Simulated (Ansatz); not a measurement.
Reaction (ligand exchange at the Al–N bond): `[NH2][AlH2]` + `N[SiH2]S` → `N[SiH2][S][AlH2]` + NH₃

Computed with Ansatz on PBE0-D4/def2-TZVP structures; ΔE is electronic, products minus reactants. CCSD(T)/CBS is the MP2 limit (def2-TZVPP, def2-QZVPP) plus CCSD(T) − MP2 in def2-TZVPP, frozen cores. This one scheme is used for every species. Functionals use def2-TZVPP. HSE06 is defined as in plane-wave codes. Each species was taken in one conformer, which may not be the lowest.

| level | ΔE (kJ/mol) | difference from CCSD(T)/CBS |
| --- | --- | --- |
| r2SCAN-D4 | -34.0 | -0.4 |
| PBE0-D4 | -38.7 | -5.1 |
| CAM-B3LYP-D4 | -23.1 | 10.5 |
| B2PLYP | -25.8 | 7.8 |
| PBE-QIDH | -36.2 | -2.6 |
| PBE | -32.7 | 0.9 |
| BLYP | -19.0 | 14.6 |
| PBE0 | -34.6 | -1.0 |
| HSE06 | -35.0 | -1.4 |
| BHLYP | -23.0 | 10.6 |
| LC-ωPBE | -28.6 | 5.0 |
| RPA@PBE/def2-TZVPP | -27.6 | 6.0 |
| SCS-MP2/def2-TZVPP | -29.2 | 4.4 |
| CCSD/def2-TZVPP | -28.5 | 5.1 |
| HF/CBS(def2) | -22.2 | 11.4 |
| CCSD/CBS(def2) | -30.8 | 2.8 |
| CCSD(T)/CBS | -33.6 | 0 |

Largest T1 diagnostic among the species: 0.011.

The D4 term adds −7.2 kJ/mol with B3LYP and −4.1 kJ/mol with PBE0; it sums over pairs of atoms, weighted by their polarisabilities, and B3LYP, whose exchange is more repulsive, gets the larger term. In def2-TZVPP, CCSD(T) changes the Hartree–Fock value by −7.6 kJ/mol (the triples alone add −2.8 kJ/mol) and MP2 by −10.4 kJ/mol. Leaving LDA and LC-ωPBE aside and taking each functional with its dispersion term where it has one, the values, not all of them listed here, spread over 15.9 kJ/mol, from HSE06-D4 to CAM-B3LYP-D4.

B3LYP here is the variant with VWN-RPA as its local correlation; programs differ in this.
